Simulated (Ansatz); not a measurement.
Program: Ansatz. Geometries: PBE0-D4/def2-TZVP. ΔE: electronic, gas phase. CBS: MP2 limit from def2 TZ/QZ plus the TZ coupled-cluster correction, frozen cores. Functionals use def2-TZVPP. Each species was taken in one conformer, which may not be the lowest.

Reaction (isomerisation): `N=[CH][AlH][OH]` → `C1[NH][AlH][O]1`

`N=[CH][AlH][OH]`:

Z-matrix (Å, degrees):
```
C
Al 1 1.974
N 1 1.275 2 121.7
H 1 1.099 2 123.7 3 -180.0
O 2 1.695 1 109.8 3 -0.1
H 2 1.584 1 128.2 3 179.9
H 3 1.024 1 111.0 2 0.0
H 5 0.955 2 125.4 1 180.0
```

`C1[NH][AlH][O]1`:

```xyz
8

C    -0.537    0.567    0.489
N    -0.297    0.041   -0.857
Al    1.023   -0.895   -0.170
O     0.467   -0.086    1.258
H    -1.532    0.306    0.876
H    -0.404    1.656    0.549
H    -0.873    0.335   -1.624
H     2.154   -1.924   -0.521
```

Task: Is it downhill or uphill in electronic energy at CCSD(T)/CBS, and by how much? (Best estimate.)

Result: Computed: Downhill: ΔE = -32.6 kJ/mol.

Task: What do these levels give: revPBE, r2SCAN, BHLYP, CCSD/def2-SVP, SCS-MP2/def2-QZVPP, HF/CBS(def2)? (Estimate.)

Result: The calculation gave: revPBE -26.9, r2SCAN -44.0, BHLYP -35.1, CCSD/def2-SVP -31.6, SCS-MP2/def2-QZVPP -34.5, HF/CBS(def2) -23.8 kJ/mol.

Largest T1 diagnostic among the species: 0.014.

From r2SCAN to r2SCAN0 (25 % exact exchange), in def2-TZVPP and without D4, ΔE moves by −6.2 kJ/mol. Leaving LDA and LC-ωPBE aside and taking each functional with its dispersion term where it has one, the values, not all of them listed here, spread over 34.6 kJ/mol, from PBE-QIDH to BLYP-D4. LDA lies −35.2 kJ/mol from PBE without D4. In def2-TZVPP, CCSD(T) changes the Hartree–Fock value by −7.4 kJ/mol (the triples alone add +1.1 kJ/mol) and MP2 by −17.7 kJ/mol.
